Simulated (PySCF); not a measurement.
# Two-component Hartree-Fock for La (lanthanum, neutral)

Start: [Xe] 6s2 6p1; 6p3/2 filled at m_j = +3/2. Calculated with PySCF 2.14 in x2c-TZVPall-2c (11s11p10d2f, 108 functions): generalised Hartree-Fock with the X2C-1e Hamiltonian and a Gaussian nucleus; spin-orbit coupling (SO) screened by Boettger's factors. This is a chosen level, not necessarily the ground level.

```csv
spinor shell,electrons,"ε, screened SO (eV)",weight of nominal j (screened SO),"rms radius, screened SO (bohr)"
1s1/2,2,-39119.7,1.000,0.0286
2s1/2,2,-6338.4,1.000,0.116
2p1/2,2,-5964.5,1.000,0.100
2p3/2,4,-5547.9,1.000,0.106
3s1/2,2,-1404.5,1.000,0.303
3p1/2,2,-1245.7,1.000,0.295
3p3/2,4,-1162.2,1.000,0.308
3d3/2,4,-886.59,1.000,0.279
3d5/2,6,-868.96,1.000,0.283
4s1/2,2,-306.03,1.000,0.694
4p1/2,2,-245.01,1.000,0.719
4p3/2,4,-227.14,1.000,0.746
4d3/2,4,-124.85,1.000,0.820
4d5/2,6,-121.69,1.000,0.830
5s1/2,2,-52.674,1.000,1.65
5p1/2,2,-33.370,0.999,1.85
6s1/2,2,-6.455,0.979,4.58
6p3/2,1,-3.765,1.000,6.10
```

(1) Where does 5p3/2 lie, and what is the 5p spin-orbit splitting (screened SO)?

```
   quantity  screened SO
E (hartree)  -8491.04878
        M_J          3/2
       ⟨J²⟩        4.083
       ⟨L²⟩        2.285
       ⟨S²⟩        0.857
```

The determinant has a definite M_J but mixes levels of different J.

Each row is a mean over spinors that exchange with the open shell spreads, by up to 0.907 eV (6s1/2).

Breit and QED terms are absent; they matter most for the inner s and p1/2 levels.

Densities and radii are taken from the X2C orbitals without a picture-change correction, which distorts them close to the nucleus.

Answers

(1) At -30.616 eV, 2.754 eV above 5p1/2.
